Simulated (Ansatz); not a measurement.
`F[SiH2][SnH3]` and `N[SiH2][SnH3]` differ in one atom or group.

Ansatz, PBE0-D4/def2-TZVP geometries, multiplicity 1. Each molecule was computed in one conformer, which needn't be the lowest.

Elements past krypton have def2 core potentials.

```csv
property,`F[SiH2][SnH3]`
LUMO energy (PBE0/def2-TZVPP) / eV,-0.74
HOMO–LUMO gap (PBE0/def2-TZVPP) / eV,7.29
HOMO energy (B3LYP/def2-TZVPP) / eV,-7.84
LUMO energy (B3LYP/def2-TZVPP) / eV,-0.93
LUMO energy (PBE/def2-TZVPP) / eV,-1.56
HOMO energy (PBE0/def2-TZVPP) / eV,-8.03
```

Task: What does the change do to each property? (Best estimate.)

Result: Computed: 
| property | `N[SiH2][SnH3]` | shift |
| --- | --- | --- |
| LUMO energy (PBE0/def2-TZVPP) / eV | -0.26 | 0.48 |
| HOMO–LUMO gap (PBE0/def2-TZVPP) / eV | 7.01 | -0.28 |
| HOMO energy (B3LYP/def2-TZVPP) / eV | -7.08 | 0.76 |
| LUMO energy (B3LYP/def2-TZVPP) / eV | -0.48 | 0.45 |
| LUMO energy (PBE/def2-TZVPP) / eV | -1.04 | 0.52 |
| HOMO energy (PBE0/def2-TZVPP) / eV | -7.27 | 0.76 |

With PBE0 the HOMO rises by 0.76 eV and the LUMO rises by 0.48 eV, so the gap narrows by about 0.28 eV. PBE moves the HOMO by 0.91 eV and ωB97M-V by 0.63 eV. The zero-point energy changes by 60.6 kJ/mol with +6 modes.

B3LYP here is the variant with VWN-RPA as its local correlation; programs differ in this.
